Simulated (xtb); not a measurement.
C₅H₄N, charge -1, singlet, geometry from GFN2-xTB; GFN1-xTB (xtb 6.7.1).

Input for xtb:
```
$ xtb mol.xyz --gfn 1 --chrg -1 --acc 1000 --json

# file mol.xyz
10

N     -0.00257057     0.00016295     1.38395379
C      0.00286033    -0.00018132    -1.53995306
C      0.01440886     1.12439782     0.66353930
C     -0.01687418    -1.12424154     0.66374596
C     -0.01481043    -1.15986852    -0.71297161
C      0.01745938     1.15970060    -0.71318479
H      0.02606951     2.04296628     1.26508679
H     -0.03076978    -2.04266832     1.26546228
H     -0.02765064    -2.14691273    -1.19244289
H      0.03208109     2.14663188    -1.19283749
```

What the program printed (banner, timings and long lists left out):

```
   ID    Z sym.   atoms
    1    7 N      1
    2    6 C      2-6
    3    1 H      7-10

           -------------------------------------------------
          |                Calculation Setup                |
           -------------------------------------------------

           -------------------------------------------------
          |                 G F N 1 - x T B                 |
           -------------------------------------------------

          ...................................................
          :                      SETUP                      :
          :.................................................:
          :  # basis functions                  32          :
          :  # atomic orbitals                  32          :
          :  # shells                           20          :
          :  # electrons                        30          :
          :  # halogen bonds                     0          :
          :  max. iterations                   250          :
          :  Hamiltonian                  GFN1-xTB          :
          :  restarted?                      false          :
          :  GBSA solvation                  false          :
          :  PC potential                    false          :
          :  electronic temp.          300.0000000     K    :
          :  accuracy                 1000.0000000          :
          :  -> integral cutoff          0.2000000E+02      :
          :  -> integral neglect         0.1000000E-04      :
          :  -> SCF convergence          0.1000000E-02 Eh   :
          :  -> wf. convergence          0.2000000E-01 e    :
          :  Broyden damping             0.4000000          :
          :  net charge                         -1          :
          :  unpaired electrons                  0          :
          ...................................................

 iter      E             dE          RMSdq      gap      omega  full diag
   1    -16.2064045 -0.162064E+02  0.988E+00    2.85       0.0  T
   2    -16.2529672 -0.465627E-01  0.582E+00    1.97       1.0  T
   3    -16.2460301  0.693713E-02  0.147E+00    2.50       1.0  T
   4    -16.2572948 -0.112647E-01  0.193E-01    2.10       1.0  T
   5    -16.2576253 -0.330465E-03  0.251E-02    2.17       1.3  T
   6    -16.2576296 -0.429533E-05  0.292E-03    2.17      10.8  T

   *** convergence criteria satisfied after 6 iterations ***

         :::::::::::::::::::::::::::::::::::::::::::::::::::::
         ::                     SUMMARY                     ::
         :::::::::::::::::::::::::::::::::::::::::::::::::::::
         :: total energy             -16.029392971033 Eh    ::
         :: gradient norm              0.034853784659 Eh/a0 ::
         :: HOMO-LUMO gap              2.165986640061 eV    ::
         ::.................................................::
         :: SCC energy               -16.257629584707 Eh    ::
         :: -> electrostatic           0.131413825879 Eh    ::
         :: repulsion energy           0.232020902330 Eh    ::
         :: dispersion energy         -0.003784288656 Eh    ::
         :: halogen bond corr.         0.000000000000 Eh    ::
         :: add. restraining           0.000000000000 Eh    ::
         :: total charge              -1.000000000000 e     ::
         :::::::::::::::::::::::::::::::::::::::::::::::::::::

           -------------------------------------------------
          |                Property Printout                |
           -------------------------------------------------

    * Orbital Energies and Occupations

         #    Occupation            Energy/Eh            Energy/eV
      -------------------------------------------------------------
         1        2.0000           -0.5379214             -14.6376
       ...           ...                  ...                  ...
         3        2.0000           -0.4196912             -11.4204
         4        2.0000           -0.3910161             -10.6401
         5        2.0000           -0.3815855             -10.3835
         6        2.0000           -0.3409714              -9.2783
         7        2.0000           -0.3168321              -8.6214
         8        2.0000           -0.3129013              -8.5145
         9        2.0000           -0.3019855              -8.2174
        10        2.0000           -0.2943010              -8.0083
        11        2.0000           -0.2347076              -6.3867
        12        2.0000           -0.2125758              -5.7845
        13        2.0000           -0.2118201              -5.7639
        14        2.0000           -0.2031916              -5.5291
        15        2.0000           -0.1226391              -3.3372 (HOMO)
        16                         -0.0430405              -1.1712 (LUMO)
        17                         -0.0290838              -0.7914
        18                          0.0867524               2.3607
        19                          0.0877489               2.3878
        20                          0.0972435               2.6461
        21                          0.1138582               3.0982
        22                          0.1224219               3.3313
        23                          0.3918843              10.6637
        24                          0.4255869              11.5808
        25                          0.4405314              11.9875
        26                          0.4509551              12.2711
       ...                                ...                  ...
        32                          0.8071407              21.9634
      -------------------------------------------------------------
                  HL-Gap            0.0795985 Eh            2.1660 eV
             Fermi-level           -0.0828398 Eh           -2.2542 eV

  Mulliken/CM5 charges         n(s)   n(p)   n(d)
     1N    -0.43199 -0.62517   1.559  3.873  0.000
     2C    -0.44901 -0.45431   1.382  3.067  0.000
     3C     0.09818  0.12298   1.020  2.882  0.000
     4C     0.09818  0.12298   1.020  2.882  0.000
     5C    -0.03642 -0.08142   1.056  2.981  0.000
     6C    -0.03642 -0.08142   1.056  2.981  0.000
     7H    -0.05656  0.00818   1.057  0.000  0.000
     8H    -0.05656  0.00818   1.057  0.000  0.000
     9H    -0.06471 -0.01000   1.065  0.000  0.000
    10H    -0.06471 -0.01000   1.065  0.000  0.000

Wiberg/Mayer (AO) data.
largest (>0.10) Wiberg bond orders for each atom

 ---------------------------------------------------------------------------
     #   Z sym  total        # sym  WBO       # sym  WBO       # sym  WBO
 ---------------------------------------------------------------------------
     1   7 N    3.002 --     4 C    1.381     3 C    1.381     2 C    0.128
     2   6 C    3.010 --     5 C    1.377     6 C    1.377     1 N    0.128
     3   6 C    3.971 --     6 C    1.479     1 N    1.381     7 H    0.972
     4   6 C    3.971 --     5 C    1.479     1 N    1.381     8 H    0.972
     5   6 C    3.983 --     4 C    1.479     2 C    1.377     9 H    0.974
     6   6 C    3.983 --     3 C    1.479     2 C    1.377    10 H    0.974
     7   1 H    1.022 --     3 C    0.972
     8   1 H    1.022 --     4 C    0.972
     9   1 H    1.034 --     5 C    0.974
    10   1 H    1.034 --     6 C    0.974
 ---------------------------------------------------------------------------

Topologies differ in total number of bonds
Writing topology from bond orders to xtbtopo.mol

 dipole moment from electron density (au)
     X       Y       Z
  -0.0020   0.0001   1.1017  total (Debye):    2.800

           -------------------------------------------------
          | TOTAL ENERGY              -16.029392971033 Eh   |
          | GRADIENT NORM               0.034853784659 Eh/α |
          | HOMO-LUMO GAP               2.165986640061 eV   |
           -------------------------------------------------

normal termination of xtb
```
